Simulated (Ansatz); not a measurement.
A structure relaxed at PBE-D4/def2-SVP in Ansatz, charge 0, singlet:

Cartesian coordinates in Å:
```
Li -1.560 -0.699 -0.753
Li 1.365 0.017 -2.536
Li -0.799 1.234 1.751
Al -0.248 -1.373 2.166
Al 1.015 -0.756 0.078
Al 0.227 1.577 -0.706
```

(1) Give its formula.

(2) Summarise the bond lengths by kind (pairs closer than 1.2 times the sum of covalent radii, bridged metal pairs left out).

## Answers

(1) Li₃Al₃ (the lowest singlet isomer of a short search).

(2) 6 × Al–Li 2.66 to 2.89 Å; 2 × Al–Al 2.52 to 2.58 Å.

The restricted singlet is unstable towards broken spin symmetry in Hartree–Fock (as tested in another run); at PBE-D4/def2-SVP this wasn't settled. The structure comes from a short search, and lower isomers may exist.
